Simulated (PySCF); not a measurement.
B3LYP has the VWN-RPA correlation part, as in Gaussian. 

Cartesian coordinates (Å):
SMILES: BB=O
```xyz
5

B     -0.6277     0.0074     0.3969
B      0.9393    -0.0111    -0.1734
O      2.0707    -0.0244    -0.5855
H     -1.2100    -1.0098     0.5831
H     -1.1722     1.0378     0.6207
```
Charge 0, multiplicity 1.

### Question
Estimate the LUMO, total energy, dipole moment, HOMO and HOMO–LUMO gap that B3LYP-D3(BJ)/def2-TZVP (PySCF) returns for this input.

### Answer

```
Item                 Result
-------------  ------------
LUMO               -3.69 eV
total energy   -126.1999 Ha
dipole moment     0.620 e·Å
HOMO               -9.74 eV
HOMO–LUMO gap       6.05 eV
```
